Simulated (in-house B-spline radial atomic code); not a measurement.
## Ionising the gold ion Au⁶⁺ with different functionals

Computed with a radial B-spline atomic code at the basis-set limit: four-component Dirac-Coulomb Hamiltonian, Fermi nucleus of rms radius 5.4371 fm, spin-restricted, spherical fractional occupations for the functionals. The ionisation energy is the difference of two self-consistent energies, [Xe] 4f14 5d5 → [Xe] 4f14 5d4, without Breit or QED terms; ε is the level of the shell that loses the electron (mean over j). The electron is taken from both j subshells in proportion to 2j + 1, so the result is a j average, not the step between ground levels.

Hybrids are left out here: with spherical fractional occupations of an open shell their exact exchange keeps a self-interaction that integer-occupation calculations don't have.

```json
{"method": "LDA VWN5", "rung": "LDA", "ΔSCF (eV)": "94.89", "-ε(5d) (eV)": "86.55"}
{"method": "relativistic LDA", "rung": "LDA", "ΔSCF (eV)": "94.89", "-ε(5d) (eV)": "86.56"}
{"method": "LDA PW92", "rung": "LDA", "ΔSCF (eV)": "94.88", "-ε(5d) (eV)": "86.54"}
{"method": "LDA exchange-only", "rung": "LDA", "ΔSCF (eV)": "?", "-ε(5d) (eV)": "?"}
{"method": "PBE", "rung": "GGA", "ΔSCF (eV)": "94.56", "-ε(5d) (eV)": "86.23"}
{"method": "PBEsol", "rung": "GGA", "ΔSCF (eV)": "94.60", "-ε(5d) (eV)": "86.27"}
{"method": "BLYP", "rung": "GGA", "ΔSCF (eV)": "?", "-ε(5d) (eV)": "?"}
{"method": "RPBE", "rung": "GGA", "ΔSCF (eV)": "94.49", "-ε(5d) (eV)": "86.16"}
{"method": "PW91", "rung": "GGA", "ΔSCF (eV)": "94.66", "-ε(5d) (eV)": "86.33"}
{"method": "BP86", "rung": "GGA", "ΔSCF (eV)": "94.66", "-ε(5d) (eV)": "86.33"}
{"method": "AM05", "rung": "GGA", "ΔSCF (eV)": "94.63", "-ε(5d) (eV)": "86.29"}
{"method": "OLYP", "rung": "GGA", "ΔSCF (eV)": "94.85", "-ε(5d) (eV)": "86.50"}
```

Question: What does LDA exchange-only give?

Answer: ΔSCF 93.08 eV, and -ε(5d) = 84.77 eV.

Question: What does BLYP give?

Answer: ΔSCF 94.40 eV, and -ε(5d) = 86.07 eV.

Question: How do they compare with the NIST value?

Answer: NIST lists 94 eV ± 2 (tabulated theory, ground level to ground level). Errors run from -0.92 to +0.89 eV; all lie within about twice that uncertainty, so the table can't rank the methods.
